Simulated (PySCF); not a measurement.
## Spin states and ions at one geometry of [Pb2]2+

PySCF 2.14.0, RKS B3LYP, Pb def2-SVP with ECP60; non-relativistic Hamiltonian with scalar-relativistic core potentials where named; density fitting; no spin-orbit coupling; singlets restricted, open shells unrestricted. The geometry is relaxed for charge +2, singlet, vacuum:

```xyz
2

Pb    0.0000    0.0000    1.7813
Pb    0.0000    0.0000   -1.7813
```

Energies count from the relaxed state; an electron taken off or put on is at rest in vacuum. Charges and spins are Mulliken's.

Order these states by energy, lowest first.
A. charge +2, quintet, vacuum
B. charge +2, triplet, vacuum
C. charge +2, singlet, vacuum
D. charge +1, doublet, vacuum
E. charge +3, doublet, vacuum

D (-11.25 eV), C (0.00 eV), B (0.41 eV), A (8.48 eV), E (17.17 eV).

How do charge and spin on the first atom follow?


```json
{"state": "charge +2, singlet, vacuum", "spin squared": "0.00", "charge on Pb1 (e)": "1.00", "spin on Pb1 (e)": "0.00", "dipole about the centre of mass (D)": "0.00"}
{"state": "charge +2, triplet, vacuum", "spin squared": "2.00", "charge on Pb1 (e)": "1.00", "spin on Pb1 (e)": "1.00", "dipole about the centre of mass (D)": "0.00"}
{"state": "charge +2, quintet, vacuum", "spin squared": "6.00", "charge on Pb1 (e)": "1.00", "spin on Pb1 (e)": "2.00", "dipole about the centre of mass (D)": "0.00"}
{"state": "charge +3, doublet, vacuum", "spin squared": "0.75", "charge on Pb1 (e)": "1.50", "spin on Pb1 (e)": "0.50", "dipole about the centre of mass (D)": "0.00"}
{"state": "charge +1, doublet, vacuum", "spin squared": "0.75", "charge on Pb1 (e)": "0.50", "spin on Pb1 (e)": "0.50", "dipole about the centre of mass (D)": "0.00"}
```

With an electron taken off (doublet) the charges change, summed by element, by Pb +1.00 e. The vertical ionisation energy is 17.17 eV, against −ε(HOMO) = 14.92 eV of the relaxed state. The level lies 2.3 eV too high, as is usual for semilocal functionals and global hybrids, which keep a self-interaction error.

With an electron put on (doublet) the charges change, summed by element, by Pb -1.00 e. The vertical electron affinity is 11.25 eV, against −ε(LUMO) = 13.24 eV of the relaxed state.

Open shells may have lower solutions than those found.

The gap of the closed shell is small, and it wasn't tested for a lower spin-broken solution at this geometry.
